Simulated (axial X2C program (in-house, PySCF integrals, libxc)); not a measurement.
# Correcting the dissociation energy of GaF⁺ for spin–orbit coupling

A spin-free CCSD(T) curve (one-electron X2C) was computed with an in-house all-electron X2C program for linear molecules (integrals from PySCF), basis Ga dyall-cv3z [9s9p7d4f1g], F dyall-av3z [7s6p3d2f] (cores contracted in-house), for the state M_S = 1/2, Λ = 0 (beyond evenly filled blocks: σα). It gives D0 = 1.567 eV to Ga+ + F, which in a spin-free picture are the weighted means of the ground terms.

Correlated methods: 9 electrons correlated (number of frozen shells: Ga 3 s, 2 p, 1 d; F 1 s), 259 virtual spin orbitals or spinors in MP2, 89 natural virtuals in coupled cluster.

Measured levels of the ground terms (NIST Handbook of Basic Atomic Spectroscopic Data), in cm⁻¹: Ga+ 1S: J = 0 at 0; F 2P: J = 3/2 at 0, J = 1/2 at 404.1.

The molecular state has Λ = 0, so it has no first-order lowering.

(1) How far does each ground level lie under the (2J+1)-weighted mean of its term?

(2) Correct D0.

Second-order spin–orbit effects in the molecule, which grow quickly with Z, are left out. The state is one determinant whose occupation by symmetry is held fixed; it was picked as the lowest of a PBE0 search that is not exhaustive. Dissociation energies refer to the lowest single-determinant-based atoms at the same level and basis. Coupled cluster ran in a truncated set of natural virtual spinors; the MP2 energy of the rest was added. (T) has no such correction and the atoms are truncated less, which lowers De at CCSD(T) by a hundredth of an eV or more. With the outer-core shells frozen, correlated bond lengths of heavy atoms tend to come out a few hundredths of an ångström too long.

## Answers

(1) Ga+: a single level, 0; F: (4 × 0 + 2 × 404.1)/6 = 135 cm⁻¹.

(2) D0 = 1.567 + (0 − 135)/8065.5 = 1.550 eV at CCSD(T) with these spin–orbit terms. The direct two-component run gives 1.549 eV; the difference holds second-order terms in the molecule, scalar two-electron terms, the gap between measured and computed atomic splittings (a 2c atom can miss part of its lowering) and, in coupled cluster, the truncation of each run.
